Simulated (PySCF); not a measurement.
**Which determinant of SbF lies lowest?**

Unrestricted PBE0; Sb cc-pVTZ-PP with ECP28, F cc-pVTZ; scalar-relativistic core potentials (PySCF 2.14). Outer shells of the fragments: Sb 4d10 5s2 5p3; F 2s2 2p5.

Followed along the bond (rough minima from three points):

| 2Ms+1 | unpaired | ⟨S²⟩ at the start | R at minimum (Å) | Te (eV) |
| --- | --- | --- | --- | --- |
| 3 | π ↑↑ | 2.00 | 1.94 | 0.00 |
| 1 | π ↑↓ | 1.01 | 1.93 | 0.31 |
| 1 | none | 0.00 | 1.93 | 1.26 |
| 5 | σ ↑↑, π ↑↑ | 6.00 | none in the scan | ≤ 5.39 |

Solutions found at the starting distance of 1.980 Å, counted from the lowest of them; the search is not exhaustive and high or unbound solutions are not listed, so other states can lie among these:

```tsv
2Ms+1	unpaired	term	E (eV)	⟨S²⟩	⟨Lz²⟩	μ (D)
3	π ↑↑	³Σ⁻	0.00	2.00	0.00	-2.60
1	π ↑↓	mixed	0.31	1.01	2.03	-2.58
1	none	mixed	1.27	0.00	2.01	-2.49
3	σ ↑, π ↑	³Π	2.73	2.01	1.01	-2.15
1	σ ↓, π ↑	mixed	3.04	1.01	1.01	-2.09
3	σ ↑, π ↑	³Π	5.80	2.01	1.01	-0.76
```

A term symbol is given only where ⟨S²⟩ and ⟨Lz²⟩ are close to those of a pure state; real π, δ and φ orbitals otherwise mix terms. A positive dipole means Sb(−)F(+).

Spin–orbit coupling is left out. Counting both spins, an empty level lies below a filled one in some of these solutions, because spin and occupation are held.
